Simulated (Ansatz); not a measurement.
Ansatz (an electronic-structure program) input:
A basis named .json is the Basis Set Exchange file of that set.

Ansatz 0.2 input:
```yaml
crystal:
  periodic: [false, false, false]
  atoms:
    - {symbol: C, position_ang: [2.34511856, -0.42170586, -0.48687500]}
    - {symbol: C, position_ang: [1.64385616, -0.31529407, 0.85498724]}
    - {symbol: C, position_ang: [0.32019314, -0.07181899, 0.86782079]}
    - {symbol: C, position_ang: [-0.68022660, 0.13160930, -0.26943835]}
    - {symbol: C, position_ang: [-1.32603922, 1.52110479, -0.19735863]}
    - {symbol: C, position_ang: [-1.76861814, -0.94923654, -0.24983614]}
    - {symbol: H, position_ang: [1.74922456, -0.28796447, -1.42268860]}
    - {symbol: H, position_ang: [3.16394648, 0.30901746, -0.53924766]}
    - {symbol: H, position_ang: [2.83501348, -1.40134969, -0.57429745]}
    - {symbol: H, position_ang: [-0.19683913, 0.00596693, 1.84031705]}
    - {symbol: H, position_ang: [-0.15686972, 0.05810829, -1.22769936]}
    - {symbol: H, position_ang: [-2.08378978, 1.67539524, -0.97825868]}
    - {symbol: H, position_ang: [-1.81510679, 1.65927250, 0.77387811]}
    - {symbol: H, position_ang: [-0.56636226, 2.29972970, -0.29268399]}
    - {symbol: H, position_ang: [-2.52674692, -0.79907505, -1.03122811]}
    - {symbol: H, position_ang: [-1.32543283, -1.93841858, -0.38216476]}
    - {symbol: H, position_ang: [-2.28274061, -0.94863425, 0.71827406]}
basis:
  gaussian:
    orbitals: cc-pVQZ
    fitting: {mean_field: def2-universal-jkfit, correlation: cc-pVQZ-RIFIT.json}
total_charge: -1
magnetization: {spin_polarized: false}
correlation: {method: mp2, electrons: outside_noble_gas}
```

**Question.** Which total energy does the run end on?

**Answer.** -234.70824 Eh (RI-MP2/cc-pVQZ). The basis has 660 functions.

It need not be the lowest isomer of its formula. Whether it binds its extra electron was not tested at this geometry.
